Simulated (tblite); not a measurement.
C4H12B2N (doublet state).
SMILES with atom numbers: `[BH2:1][N:2][BH:3][C:4]([CH3:5])([CH3:6])[CH3:7]` (hydrogens: H8, H9 on B1; H10 on B3; H11, H12, H13 on C5; H14, H15, H16 on C6; H17, H18, H19 on C7)

Computed with GFN2-xTB (tblite), gas phase: L-BFGS steps from a force-field or distance-geometry start until the largest atomic force falls under 0.01 eV/Å.

Step 26: E = -546.1552 eV
```
atom  x, y, z in Å  |  force x, y, z in eV/Å
B1      3.0407   -0.0548   -0.7630    0.037  -0.049  -0.079
N2      2.0471    0.0989    0.1277    0.003   0.066  -0.030
B3      0.9524    0.1852    0.8768   -0.018   0.019   0.036
C4     -0.5637    0.0144    0.2423    0.001   0.002   0.010
C5     -0.5325   -0.7207   -1.0947    0.000  -0.010   0.002
C6     -1.1363    1.4182    0.0355    0.005   0.020   0.006
C7     -1.4221   -0.7614    1.2399   -0.015  -0.013   0.002
H8      4.0327    0.5807   -0.6848   -0.060  -0.019  -0.007
H9      2.9334   -0.8438   -1.6383    0.053   0.028   0.036
H10     0.9913    0.3766    2.0347   -0.008   0.033   0.020
H11    -1.5439   -0.8551   -1.4786   -0.012   0.001  -0.001
H12     0.0434   -0.1596   -1.8263    0.002   0.000  -0.003
H13    -0.0735   -1.6995   -0.9834   -0.014  -0.030   0.000
H14    -0.5470    1.9744   -0.6896    0.043   0.003   0.002
H15    -2.1572    1.3492   -0.3430   -0.003  -0.025   0.002
H16    -1.1589    1.9835    0.9637    0.021  -0.019   0.043
H17    -1.4779   -0.2429    2.1940   -0.014   0.019  -0.008
H18    -1.0026   -1.7491    1.4161   -0.005  -0.024  -0.007
H19    -2.4352   -0.8850    0.8580   -0.018   0.001  -0.024
```

Step 27: E = -546.1564 eV
```
atom  x, y, z in Å  |  force x, y, z in eV/Å
B1      3.0411   -0.0528   -0.7663    0.036  -0.054  -0.055
N2      2.0480    0.1050    0.1253   -0.005   0.053  -0.043
B3      0.9541    0.1882    0.8766   -0.027   0.000  -0.009
C4     -0.5643    0.0118    0.2429    0.017   0.009   0.019
C5     -0.5337   -0.7225   -1.0947    0.003   0.000   0.013
C6     -1.1334    1.4169    0.0380   -0.009   0.023  -0.001
C7     -1.4247   -0.7629    1.2395   -0.013  -0.009   0.000
H8      4.0339    0.5826   -0.6850   -0.076  -0.029  -0.022
H9      2.9361   -0.8481   -1.6380    0.053   0.053   0.056
H10     0.9937    0.3839    2.0326   -0.012   0.032   0.041
H11    -1.5450   -0.8557   -1.4806   -0.002   0.005   0.009
H12     0.0429   -0.1587   -1.8237    0.005  -0.021  -0.008
H13    -0.0762   -1.7022   -0.9822   -0.011  -0.016  -0.014
H14    -0.5436    1.9723   -0.6871    0.048   0.009   0.012
H15    -2.1537    1.3506   -0.3413   -0.022  -0.029  -0.006
H16    -1.1577    1.9805    0.9673    0.034  -0.017   0.036
H17    -1.4834   -0.2420    2.1922   -0.002   0.002  -0.005
H18    -1.0065   -1.7514    1.4151   -0.006  -0.013   0.008
H19    -2.4376   -0.8861    0.8563   -0.012   0.003  -0.031
```

Question: Estimate the geometry and energy of step 28. (The exact step hangs on the optimiser's Hessian estimate; all steps are aligned on step 27, rigid shifts and turns removed.)

Answer: E = -546.1576 eV, largest force 0.090 eV/Å
```
atom  x, y, z in Å  |  force x, y, z in eV/Å
B1      3.0425   -0.0529   -0.7693    0.015  -0.031  -0.022
N2      2.0492    0.1125    0.1219   -0.023   0.025  -0.046
B3      0.9564    0.1909    0.8762   -0.037  -0.007  -0.037
C4     -0.5647    0.0089    0.2441    0.023   0.013   0.019
C5     -0.5350   -0.7246   -1.0943    0.006   0.009   0.020
C6     -1.1303    1.4158    0.0409   -0.016   0.017  -0.005
C7     -1.4281   -0.7649    1.2390   -0.006  -0.001  -0.004
H8      4.0335    0.5847   -0.6866   -0.063  -0.028  -0.031
H9      2.9409   -0.8511   -1.6382    0.045   0.050   0.060
H10     0.9956    0.3942    2.0310   -0.011   0.024   0.037
H11    -1.5461   -0.8563   -1.4827    0.010   0.009   0.024
H12     0.0425   -0.1582   -1.8209    0.009  -0.042  -0.012
H13    -0.0795   -1.7056   -0.9811   -0.010   0.002  -0.026
H14    -0.5387    1.9701   -0.6839    0.045   0.014   0.028
H15    -2.1502    1.3519   -0.3395   -0.029  -0.029  -0.009
H16    -1.1557    1.9769    0.9720    0.043  -0.015   0.020
H17    -1.4900   -0.2413    2.1902    0.009  -0.017  -0.001
H18    -1.0113   -1.7543    1.4144   -0.010   0.002   0.021
H19    -2.4408   -0.8874    0.8539    0.000   0.006  -0.035
```

The energy changes by -0.0012 eV. The first-order estimate −F·Δx gives -0.0017 eV and the mean of the old and new forces, exact on a quadratic surface, -0.0012 eV. The step makes an angle of 69° with the force vector and moves no atom by more than 0.011 Å.

What follows is the cost of the whole relaxation. Time: 0.27 s wall. Hardware: Arm Neoverse V2, one thread, on a shared host.
